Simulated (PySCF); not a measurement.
Species: C₅H₃F₃S.
Numbering: `[CH:1]#[C:2]/[CH:3]=[CH:4]/[S:5][C:6]([F:7])([F:8])[F:9]` (hydrogens: H10 on C1; H11 on C3; H12 on C4)

Computed with PySCF at PBE0/def2-SVPD, non-relativistic, on one gas-phase PBE0-D3(BJ)/def2-SVP geometry that isn't relaxed in the solvent. The solvent is an IEF-PCM continuum (cavity from Bondi-type radii × 1.2). Specific hydrogen bonds and non-electrostatic terms are outside this model.

Gas phase at PBE0/def2-SVPD: HOMO -6.98 eV, LUMO -1.61 eV, dipole 1.36 D.

**Question.** What does the continuum do to the energy, the frontier levels and the dipole at PBE0/def2-SVPD in methanol and acetonitrile?

**Answer.** 
| solvent | ε | E(solvent) − E(gas) (kcal/mol) | polarisation term (kcal/mol) | distortion of the solute (kcal/mol) | HOMO (eV) | LUMO (eV) | dipole (D) |
| --- | --- | --- | --- | --- | --- | --- | --- |
| methanol | 32.61 | -3.80 | -4.18 | 0.38 | -6.88 | -1.47 | 1.57 |
| acetonitrile | 35.69 | -3.82 | -4.21 | 0.39 | -6.88 | -1.47 | 1.57 |

The first energy column is the sum of the next two and covers electrostatics alone. From methanol to acetonitrile the lowering changes by a factor 1.00, Onsager's factor (ε − 1)/(2ε + 1) by 1.00 and ε itself by 1.1.

**Question.** Which radius a makes the point-dipole formula ΔE = −[(ε − 1)/(2ε + 1)]·μ²/a³ give the value in acetonitrile, with the gas-phase dipole?

**Answer.** μ = 0.536 au and |ΔE| = 0.00609 Eh give a = 1.50 Å; the farthest nucleus lies 4.57 Å from the centroid of the nuclei, so such a sphere wouldn't even hold the nuclei. The formula assumes a rigid point dipole at the centre of a sphere.

**Question.** How does the static polarisability (PBE0/def2-SVPD, frozen core, with the continuum's full static response) change?

**Answer.** 
```csv
medium,isotropic (au),principal values (au),⟨r²⟩ of the electrons (bohr²)
gas,91.2,"57.4, 68.9, 147.3",1800.7
methanol,122.1,"78.1, 93.1, 195.2",1800.4
acetonitrile,122.3,"78.2, 93.2, 195.4",1800.4
```

The isotropic value in acetonitrile is 1.34 times the gas-phase one; no cavity-field correction is applied. ⟨r²⟩ is taken about the centre of nuclear charge.

The values belong to the conformer `[CH:1]#[C:2]/[CH:3]=[CH:4]/[S:5][C:6]([F:7])([F:8])[F:9]`: C3–C4–S5–C6 153°, C4–S5–C6–F7 -65°.
